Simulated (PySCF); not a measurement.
PySCF input file for Mg(I)(SiH3) (H3IMgSi), SMILES [SiH3][Mg][I], C-PCM-B3LYP/def2-SVP. Coordinates come from a PBE-D3(BJ)/def2-SVP optimisation. The def2 effective core potentials stand for the cores of I; spin–orbit coupling is left out.

```python
import numpy as np
from pyscf import gto, scf, dft
from pyscf.solvent import pcm

mol = gto.M(
    atom='''
    Mg   -0.00000000   -0.00000000    1.11661180
    I     0.00000000    0.00000000   -1.46731969
    Si    0.00000000    0.00000000    3.68604749
    H    -1.21191381   -0.69969876    4.25464567
    H     0.00000000    1.39939753    4.25464566
    H     1.21191381   -0.69969876    4.25464567
    ''',
    basis='def2-SVP',
    ecp={'I': 'def2-svp'},
    charge=0,
    spin=0,
    max_memory=1600,
    verbose=3,
)
mf = dft.RKS(mol, xc='b3lyp').density_fit(auxbasis='def2-universal-jkfit')
mf.grids.level = 3
mf.conv_tol = 1e-9
mf.max_cycle = 100
mf.kernel()
res = {}
for name, eps in {'water': 78.355, 'acetonitrile': 35.688, 'dimethylsulfoxide': 46.826}.items():
    s = mf.PCM()
    s.with_solvent.method, s.with_solvent.eps, s.with_solvent.lebedev_order = 'C-PCM', eps, 29
    s.kernel(mf.make_rdm1())
    res[name] = (s.e_tot, eps, s.dip_moment(), s.mo_energy, s.converged)
    print(f'{name}: electrostatic solvation free energy {(s.e_tot - mf.e_tot) * 627.509474:.3f} kcal/mol')
```

Output:

```
converged SCF energy = -789.114233808526

WARN: PCM is an experimental feature. It is still in testing.
Features and APIs may be changed in the future.

converged SCF energy = -789.132634345288
Dipole moment(X, Y, Z, Debye): -0.00000, -0.00004,  1.49864
water: electrostatic solvation free energy -11.547 kcal/mol

WARN: PCM is an experimental feature. It is still in testing.
Features and APIs may be changed in the future.

converged SCF energy = -789.132261964821
Dipole moment(X, Y, Z, Debye): -0.00000, -0.00004,  1.49258
acetonitrile: electrostatic solvation free energy -11.313 kcal/mol

WARN: PCM is an experimental feature. It is still in testing.
Features and APIs may be changed in the future.

converged SCF energy = -789.132424163678
Dipole moment(X, Y, Z, Debye):  0.00000, -0.00004,  1.49522
dimethylsulfoxide: electrostatic solvation free energy -11.415 kcal/mol
```

The calculation finished and met its thresholds.

Cost: around 18 core-seconds (rough).
